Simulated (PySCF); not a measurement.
C8H9F.
Atom-mapped SMILES: `[F:1][CH2:2][C:3]1=[CH:4][CH:5]=[CH:6][C:7]12[CH2:8][CH2:9]2` (hydrogens: H10, H11 on C2; H12 on C4; H13 on C5; H14 on C6; H15, H16 on C8; H17, H18 on C9)

Vertical excitations from PySCF (density fitting, frozen core in the response, grid level 2 and gas phase unless stated; continuum runs use non-equilibrium linear response for the excitations) on a GFN2-xTB geometry. Reference run:

```csv
settings,"S1, eV (f)","S2, eV (f)","S3, eV (f)","S4, eV (f)","S5, eV (f)","S6, eV (f)","T1, eV (Tamm–Dancoff)",mean α (au)
"PBE0/def2-SVPD, full TDDFT, 6 singlets",4.73 (0.099),6.01 (0.133),6.25 (0.034),6.62 (0.035),6.70 (0.012),6.77 (0.004),2.93,90.1
```

Task: What do these settings give: (1) KT3/def2-SVPD, energy threshold 1e-08 Eh, start guess atom, full TDDFT, 25 singlets; (2) CAM-B3LYP/def2-SVPD, grid level 4, full TDDFT, 3 singlets; (3) PBE0/def2-SVPD, IEF-PCM cyclohexane, full TDDFT, 25 singlets?

Result: 
| settings | S1, eV (f) | S2, eV (f) | S3, eV (f) | S4, eV (f) | S5, eV (f) | S6, eV (f) | T1, eV (Tamm–Dancoff) | mean α (au) |
| --- | --- | --- | --- | --- | --- | --- | --- | --- |
| KT3/def2-SVPD, energy threshold 1e-08 Eh, start guess atom, full TDDFT, 25 singlets | 4.43 (0.090) | 5.33 (0.005) | 5.60 (0.093) | 5.76 (0.026) | 5.89 (0.017) | 6.07 (0.002) | – | 92.5 |
| CAM-B3LYP/def2-SVPD, grid level 4, full TDDFT, 3 singlets | 4.82 (0.101) | 6.20 (0.191) | 6.47 (0.010) | – | – | – | 2.99 | 89.5 |
| PBE0/def2-SVPD, IEF-PCM cyclohexane, full TDDFT, 25 singlets | 4.68 (0.129) | 5.96 (0.223) | 6.29 (0.032) | 6.67 (0.060) | 6.72 (0.009) | 6.78 (0.012) | 2.95 | 102.3 |

(1) S1 moves by -0.30 eV (KT3 has no exact exchange, PBE0 25 % exact exchange). (2) S1 moves by +0.09 eV (CAM-B3LYP has range-separated exact exchange, PBE0 25 % exact exchange). (3) S1 moves by -0.05 eV. States are counted by energy in each run and needn't keep their character from row to row.

KT3 was designed for NMR shieldings or shifts; total energies of different functionals aren't comparable.

Task: Which orbital pairs make up S1 in each run, and how does it sit against the orbital gap?

Result: 
```
                                                                           settings  S1 configurations (weight)  S1 (eV)  orbital gap (eV)  S1 − gap (eV)
                                             PBE0/def2-SVPD, full TDDFT, 6 singlets                    H→L 0.98     4.73              5.45          -0.72
KT3/def2-SVPD, energy threshold 1e-08 Eh, start guess atom, full TDDFT, 25 singlets                    H→L 0.97     4.43              3.56          +0.87
                          CAM-B3LYP/def2-SVPD, grid level 4, full TDDFT, 3 singlets                    H→L 0.98     4.82              7.79          -2.97
                       PBE0/def2-SVPD, IEF-PCM cyclohexane, full TDDFT, 25 singlets                    H→L 0.99     4.68              5.47          -0.79
```

One conformer (not necessarily the lowest) at the GFN2-xTB geometry, without vibrations or thermal averaging.

Shape of the structure used: `[F:1][CH2:2][C:3]1=[CH:4][CH:5]=[CH:6][C:7]12[CH2:8][CH2:9]2`: F1–C2–C3–C4 116°.
